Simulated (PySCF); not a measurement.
# Radial density of Sn(2+) (tin, charge +2)

UHF, [Kr] 4d10 5s2, closed-shell 1S. All numbers are calculated (PySCF 2.14, scalar relativity through the core potential, in aug-cc-pVDZ-PP with ECP28MDF). This is the valence pseudo-density: the core potential removes the inner electrons and smooths the orbitals near the nucleus.

```
r (bohr)  4πr²ρ (e/bohr)
 0.00821       2.326e-05
  0.0138       6.215e-05
  0.0232       0.0001508
  0.0391       0.0002981
  0.0657       0.0005982
   0.111        0.003985
   0.186         0.05256
   0.313          0.9349
   0.526           11.35
   0.885           21.98
    1.49           6.373
    2.50           1.185
    4.21         0.07708
    7.08       0.0002025
```

Energies and moments cover only the electrons outside the core potential.
